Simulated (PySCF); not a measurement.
PySCF input file for AlH6NO2Si, SMILES N[SiH2][Al]([OH])[OH], TDA-CAM-B3LYP/def2-SVPD. Geometry: B3LYP-D3(BJ)/def2-SVP. The structure was generated by enumeration; whether it is a known compound was not checked. One conformer was computed; it need not be the lowest.

```python
import numpy as np
from pyscf import gto, scf, dft, tdscf

mol = gto.M(
    atom='''
    Si   -1.29298809   -0.76320960    0.41623751
    N    -2.34615963    0.62084752    0.24738426
    Al    0.92225084    0.05185453   -0.14409188
    O     2.32795766   -0.71336069    0.44233363
    O     0.94115340    1.42330143   -1.16340541
    H    -1.37896980   -1.25317066    1.82726199
    H    -1.65263925   -1.96142314   -0.42520304
    H    -3.34433490    0.52550554    0.41548239
    H    -2.17759883    1.24737174   -0.53475833
    H     3.25524030   -0.50613440    0.30303114
    H     1.68110357    1.93321770   -1.50306062
    ''',
    basis='def2-SVPD',
    charge=0,
    spin=0,
    max_memory=1600,
    verbose=4,
)
mf = dft.RKS(mol, xc='cam-b3lyp').density_fit(auxbasis='def2-universal-jkfit')
mf.grids.level = 3
mf.conv_tol = 1e-9
mf.max_cycle = 100
mf.kernel()
mf.grids = dft.Grids(mol).set(level=1).build(with_non0tab=True)  # coarser grid for the response kernel
td = tdscf.TDA(mf)
td.singlet = True
td.nstates = 10
td.conv_tol = 1e-4
td.positive_eig_threshold = 1e-6
td.kernel(x0=td.get_init_guess(mf, 15))
td.analyze()
tt = tdscf.TDA(mf)
tt.singlet = False
tt.nstates = 4
tt.conv_tol = 1e-4
tt.positive_eig_threshold = 1e-6
tt.kernel(x0=tt.get_init_guess(mf, 9))
tt.analyze(verbose=3)
```

Output:

```
PySCF version 2.14.0

[INPUT] verbose = 4
[INPUT] num. atoms = 11
[INPUT] num. electrons = 56
[INPUT] charge = 0
[INPUT] spin (= nelec alpha-beta = 2S) = 0
[INPUT] symmetry False subgroup None
[INPUT] Mole.unit = angstrom
[INPUT] Symbol           X                Y                Z      unit          X                Y                Z       unit  Magmom
[INPUT]  1 Si    -1.292988090000  -0.763209600000   0.416237510000 AA   -2.443393372424  -1.442257119639   0.786574896671 Bohr   0.0
[INPUT]  2 N     -2.346159630000   0.620847520000   0.247384260000 AA   -4.433599145211   1.173231777915   0.467488498928 Bohr   0.0
[INPUT]  3 Al     0.922250840000   0.051854530000  -0.144091880000 AA    1.742801505750   0.097990860018  -0.272294189974 Bohr   0.0
[INPUT]  4 O      2.327957660000  -0.713360690000   0.442333630000 AA    4.399202406983  -1.348056332131   0.835889416385 Bohr   0.0
[INPUT]  5 O      0.941153400000   1.423301430000  -1.163405410000 AA    1.778522167203   2.689649895402  -2.198517596737 Bohr   0.0
[INPUT]  6 H     -1.378969800000  -1.253170660000   1.827261990000 AA   -2.605875256046  -2.368149334740   3.453024718928 Bohr   0.0
[INPUT]  7 H     -1.652639250000  -1.961423140000  -0.425203040000 AA   -3.123035565207  -3.706552548984  -0.803517292932 Bohr   0.0
[INPUT]  8 H     -3.344334900000   0.525505540000   0.415482390000 AA   -6.319877029825   0.993061547542   0.785147926680 Bohr   0.0
[INPUT]  9 H     -2.177598830000   1.247371740000  -0.534758330000 AA   -4.115065397873   2.357190964122  -1.010546786530 Bohr   0.0
[INPUT] 10 H      3.255240300000  -0.506134400000   0.303031140000 AA    6.151512636647  -0.956455398221   0.572645861815 Bohr   0.0
[INPUT] 11 H      1.681103570000   1.933217700000  -1.503060620000 AA    3.176825334329   3.653251992162  -2.840372920419 Bohr   0.0

nuclear repulsion = 272.518790430029
number of shells = 70
number of NR pGTOs = 240
number of NR cGTOs = 162
basis = def2-SVPD
ecp = {}


[settings echo left out]
init E= -740.491613795808
  HOMO = -0.304273446913908  LUMO = -0.0559966666541856  gap/eV = 6.75596
cycle= 1 E= -740.276402082485  delta_E= 0.215  |g|= 1.07  |ddm|= 3.81
  HOMO = -0.201747416483466  LUMO = 0.0162212921463629  gap/eV = 5.93123
cycle= 2 E= -740.063829083777  delta_E= 0.213  |g|= 1.52  |ddm|= 3.22
  HOMO = -0.313562783000542  LUMO = 8.48290375810024e-06  gap/eV = 8.53271
cycle= 3 E= -740.50477805253  delta_E= -0.441  |g|= 0.0616  |ddm|= 1.67
  HOMO = -0.319467474499554  LUMO = 0.00318850173864149  gap/eV = 8.77992
cycle= 4 E= -740.505423442286  delta_E= -0.000645  |g|= 0.0391  |ddm|= 0.156
  HOMO = -0.31341456167928  LUMO = 0.0030986393842598  gap/eV = 8.61276
cycle= 5 E= -740.505747827066  delta_E= -0.000324  |g|= 0.00972  |ddm|= 0.0703
  HOMO = -0.314491586175613  LUMO = 0.00288411684935497  gap/eV = 8.63623
cycle= 6 E= -740.505772956762  delta_E= -2.51e-05  |g|= 0.00121  |ddm|= 0.0167
  HOMO = -0.314373417287843  LUMO = 0.00280945893200446  gap/eV = 8.63099
cycle= 7 E= -740.505773851348  delta_E= -8.95e-07  |g|= 0.000387  |ddm|= 0.00577
  HOMO = -0.314376151539614  LUMO = 0.00281726049267883  gap/eV = 8.63127
cycle= 8 E= -740.505773898293  delta_E= -4.69e-08  |g|= 0.000246  |ddm|= 0.00134
  HOMO = -0.314376865357158  LUMO = 0.00281758033626245  gap/eV = 8.63130
cycle= 9 E= -740.505773911204  delta_E= -1.29e-08  |g|= 6.6e-05  |ddm|= 0.000466
  HOMO = -0.314371673334533  LUMO = 0.00281611012769245  gap/eV = 8.63112
cycle= 10 E= -740.505773912639  delta_E= -1.44e-09  |g|= 6.86e-06  |ddm|= 0.000238
  HOMO = -0.31437237739141  LUMO = 0.00281598726101429  gap/eV = 8.63114
cycle= 11 E= -740.505773912666  delta_E= -2.64e-11  |g|= 2.24e-06  |ddm|= 3.12e-05
  HOMO = -0.314372062096395  LUMO = 0.0028159803082719  gap/eV = 8.63113
Extra cycle  E= -740.505773912669  delta_E= -3.18e-12  |g|= 1.68e-06  |ddm|= 9.38e-06
converged SCF energy = -740.505773912669
tot grids = 43080
Overwritten attributes  positive_eig_threshold  of <class 'pyscf.tdscf.rks.TDA'>


******** <class 'pyscf.tdscf.rks.TDA'> for <class 'pyscf.df.df_jk.DFRKS'> ********
nstates = 10 singlet
deg_eia_thresh = 1.000e-03
wfnsym = None
conv_tol = 0.0001
eigh lindep = 1e-12
eigh level_shift = 0
eigh max_cycle = 100


Excitation energies (eV)
[5.79319118 6.2096049  6.45425327 6.65042819 6.87331948 7.1048587
 7.28859705 7.44042026 7.59682435 7.60902052]

** Singlet excitation energies and oscillator strengths **
Excited State   1:      5.79319 eV    214.02 nm  f=0.0079
      28 -> 29       -0.32333
      28 -> 30       -0.46060
      28 -> 31       -0.38929
Excited State   2:      6.20960 eV    199.67 nm  f=0.0374
      28 -> 29        0.30168
      28 -> 30       -0.51228
      28 -> 31        0.34083
Excited State   3:      6.45425 eV    192.10 nm  f=0.0878
      27 -> 29       -0.12362
      28 -> 29        0.49150
      28 -> 31       -0.42215
      28 -> 33        0.16823
Excited State   4:      6.65043 eV    186.43 nm  f=0.0829
      27 -> 29        0.32271
      27 -> 30        0.57914
      27 -> 31        0.15866
Excited State   5:      6.87332 eV    180.38 nm  f=0.1208
      27 -> 29       -0.41960
      27 -> 30        0.34287
      27 -> 31       -0.36929
Excited State   6:      7.10486 eV    174.51 nm  f=0.0856
      27 -> 29        0.39691
      27 -> 31       -0.50344
      27 -> 33        0.14035
Excited State   7:      7.28860 eV    170.11 nm  f=0.0007
      26 -> 29       -0.66459
Excited State   8:      7.44042 eV    166.64 nm  f=0.0350
      25 -> 29        0.60663
      26 -> 30       -0.28158
Excited State   9:      7.59682 eV    163.21 nm  f=0.0009
      25 -> 30        0.67879
      25 -> 31       -0.11803
Excited State  10:      7.60902 eV    162.94 nm  f=0.0085
      27 -> 31       -0.12240
      28 -> 29       -0.10901
      28 -> 32        0.55068
      28 -> 35        0.31876
      28 -> 37       -0.12206

** Transition electric dipole moments (AU) **
state          X           Y           Z        Dip. S.      Osc.
  1         0.1031      0.1968     -0.0779      0.0554      0.0079
  2        -0.2507      0.1994      0.3785      0.2459      0.0374
  3        -0.6183     -0.4043     -0.0964      0.5550      0.0878
  4         0.3932      0.5528      0.2204      0.5088      0.0829
  5        -0.4797     -0.3194      0.6208      0.7176      0.1208
  6         0.6898     -0.1256     -0.0028      0.4916      0.0856
  7         0.0478     -0.0009     -0.0431      0.0041      0.0007
  8        -0.2267      0.3052     -0.2180      0.1921      0.0350
  9         0.0440     -0.0458      0.0305      0.0050      0.0009
 10         0.1227     -0.1734      0.0233      0.0456      0.0085

** Transition velocity dipole moments (imaginary part, AU) **
state          X           Y           Z        Dip. S.      Osc.
  1         0.0148     -0.0089     -0.0547      0.0033      0.0103
  2        -0.0528     -0.0059      0.0103      0.0029      0.0086
  3        -0.1423     -0.0720     -0.0135      0.0256      0.0720
  4         0.0750      0.0511     -0.0221      0.0087      0.0238
  5        -0.1130     -0.0793      0.0570      0.0223      0.0589
  6         0.1552     -0.0150     -0.0449      0.0263      0.0672
  7         0.0076      0.0016     -0.0137      0.0002      0.0006
  8        -0.0707      0.0911     -0.0606      0.0170      0.0414
  9         0.0112     -0.0145      0.0087      0.0004      0.0010
 10         0.0143     -0.0435      0.0008      0.0021      0.0050

** Transition magnetic dipole moments (imaginary part, AU) **
state          X           Y           Z
  1         0.4364      0.5155     -0.9506
  2        -0.1663     -0.0926      0.0055
  3         0.2381      0.3417     -0.0063
  4        -0.1075     -0.4890      0.0573
  5         0.2316      0.1065      0.5660
  6         0.2339      0.3165     -0.0062
  7        -0.6762     -0.3255      0.0904
  8         0.0766     -0.6436     -0.9412
  9         0.4410      0.2824      0.0271
 10         0.0490      0.1630      0.0337


******** <class 'pyscf.tdscf.rks.TDA'> for <class 'pyscf.df.df_jk.DFRKS'> ********
nstates = 4 triplet
deg_eia_thresh = 1.000e-03
wfnsym = None
conv_tol = 0.0001
eigh lindep = 1e-12
eigh level_shift = 0
eigh max_cycle = 100


Excitation energies (eV)
[5.05876044 5.51878849 5.89821903 5.98678497]

** Triplet excitation energies and oscillator strengths **
Excited State   1:      5.05876 eV    245.09 nm  f=0.0000
Excited State   2:      5.51879 eV    224.66 nm  f=0.0000
Excited State   3:      5.89822 eV    210.21 nm  f=0.0000
Excited State   4:      5.98678 eV    207.10 nm  f=0.0000
```

The calculation finished and met its thresholds.

Cost: very roughly 5 core-minutes.
